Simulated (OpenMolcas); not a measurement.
**Pt3+ in a point-charge field**

Pt3+ among 6 point charges of -1.5 e arranged as a trigonal prism (D3h), 2.18 Å from the ion, with a polar angle of 44.7° against the regular 49.1°.

* Program: OpenMolcas
* Method: SS-CASPT2, IPEA 0.25 Eh, imaginary shift 0.1 Eh (closed shells correlated: 4f 5s 5p)
* Basis: ANO-RCC-VDZP [7s6p4d2f]
* Scalar Hamiltonian: DKH2, point nucleus
* Active space: 7 electrons in 5 orbitals (5d)
* State averaging: 2S+1 = 4 even, 10 roots; 2S+1 = 2 even, 40 roots
* Spin-orbit coupling: RASSI with atomic mean-field integrals over the reference wave functions

The lowest spin-free states (labels of D3, the rotations of D3h), above the lowest:

```
State  Degeneracy  E (cm-1)  Free-ion L (%)
   4E           2         0         F (100)
  4A2           1      1500          F (57)
  4A1           1      3580         F (100)
  4A2           1      3590         F (100)
   4E           2      5250          F (97)
   2E           2     10830          G (44)
  2A1           1     12420          G (91)
  2A2           1     13870          H (88)
   2E           2     14830          G (80)
   2E           2     15080          H (58)
   2E           2     15150          G (71)
   2E           2     17320          H (55)
  4A2           1     17410          P (57)
  2A2           1     17950          G (87)
  2A1           1     17970          G (87)
   2E           2     18050          P (80)
  2A2           1     19200          P (77)
   4E           2     19220          P (97)
  2A1           1     22840          H (85)
  2A2           1     22850          H (85)
```

The lowest levels with spin-orbit coupling:

| E (cm-1) | Degeneracy | Label | 2S+1 | g |
| --- | --- | --- | --- | --- |
| 0 | 2 | E1/2 | 4 (89 %) | 0.03 0.03 9.39 |
| 660 | 2 | E1/2 | 4 (86 %) | 0.03 0.03 6.21 |
| 1020 | 2 | E1/2 | 4 (72 %) | 1.13 5.76 5.76 |
| 1220 | 2 | E3/2 | 4 (80 %) | 0.00 0.00 3.68 |
| 2010 | 2 | E3/2 | 4 (84 %) | 0.00 0.00 11.65 |
| 6860 | 2 | E3/2 | 4 (68 %) | 0.00 0.00 4.14 |
| 10590 | 2 | E1/2 | 4 (88 %) | 0.28 1.72 1.72 |
| 11170 | 2 | E1/2 | 4 (51 %) | 0.74 1.22 1.22 |
| 11370 | 2 | E1/2 | 4 | 0.02 0.02 8.33 |
| 12310 | 2 | E3/2 | 4 (76 %) | 0.00 0.00 2.33 |
| 12360 | 2 | E1/2 | 4 (77 %) | 0.00 0.00 7.00 |
| 12770 | 2 | E1/2 | 4 (83 %) | 0.02 0.02 4.94 |
| 14610 | 2 | E1/2 | 4 (65 %) | 1.99 1.99 2.29 |
| 15280 | 2 | E3/2 | 4 (68 %) | 0.00 0.00 3.28 |
| 17630 | 2 | E1/2 | 2 (57 %) | 1.13 3.76 3.76 |
| 18420 | 2 | E3/2 | 2 (64 %) | 0.00 0.00 3.52 |
| 19830 | 2 | E1/2 | 4 (67 %) | 1.39 1.66 1.66 |
| 20050 | 2 | E3/2 | 2 (55 %) | 0.00 0.00 2.85 |
| 21000 | 2 | E3/2 | 2 (85 %) | 0.00 0.00 10.13 |
| 21520 | 2 | E1/2 | 2 (72 %) | 0.06 0.06 5.74 |

Powder χT (cm3 K/mol): 2.76 at 2 K, 2.8 at 10 K, 2.96 at 50 K, 3.17 at 100 K, 3.56 at 200 K, 3.89 at 300 K. The effective moment at 300 K is 2.828 √(χT) = 5.58 μB.

Roots that are degenerate in the reference are averaged as groups; the widest CASPT2 spread within a group is 130 cm-1 (the 2-fold group of multiplicity 4 near 0 cm-1 above the lowest state of its run). Shifts and gaps below about the spread of the groups concerned are not significant. An orbital doublet at a regular site is open to a Jahn-Teller distortion, which this geometry leaves out. This shell can be high or low spin here, a state of another spin lies low, and with metal d orbitals alone active their balance is uncertain, so the ground spin may be wrong. Point charges give a weaker field than real ligands, and real ions of this kind are as a rule low spin; the high spin found here belongs to the model. Free-ion shares, where given, are those of the reference states; single-state CASPT2 does not remix them. This is an electrostatic model: the charges have no orbitals. No measured value stands beside these numbers.
